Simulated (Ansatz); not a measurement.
Reactions of C$_{4}$H$_{10}$Si (`CC=CC[SiH3]`).

Computed with Ansatz on PBE0-D4/def2-TZVP structures; ΔE is electronic, products minus reactants. CCSD(T)/CBS is the MP2 limit (def2-TZVPP, def2-QZVPP) plus CCSD(T) − MP2 in def2-TZVPP, frozen cores. This one scheme is used for every species, atoms too. Double bonds are as drawn, so ΔE can hold a change between cis and trans. Functionals use def2-TZVPP. No spin–orbit coupling; open shells (•) take unrestricted orbitals. Spin–orbit coupling would lower the free atoms: a little for C, Si. One conformer a species, not always the lowest.

```tsv
reaction	ωB97M-V (kJ/mol)	r2SCAN-D4 (kJ/mol)	PBE-D4 (kJ/mol)	CCSD(T)/CBS(def2) (kJ/mol)
`C/C=C\C[SiH3]` → `C[SiH2]C1CC1`	-18	-18	-15	-11
`C/C=C\C[SiH3]` → `C1CC[SiH2]C1`	-90	-87	-85	-86
`C/C=C\C[SiH3]` → 4 C• + 10 H• + Si•	5727	5725	5792	5713
`C/C=C\C[SiH3]` + `OCN[SiH3]` → `CC(O)N[SiH3]` + `C=CC[SiH3]`	-11	-10	-5	-12
`C/C=C\C[SiH3]` → `CC/C=C/[SiH3]`	1	3	5	0
`C/C=C\C[SiH3]` → `C=CC[SiH3]` + `[CH2]` (triplet)	445	422	452	443
`C/C=C\C[SiH3]` + H₂S → `C/C=C/S` + `C[SiH3]`	2	-5	-4	3
`C/C=C\C[SiH3]` + H₂ → propene + `C[SiH3]`	-60	-58	-52	-58
```

Largest T1 diagnostic: 0.012, for Si•.
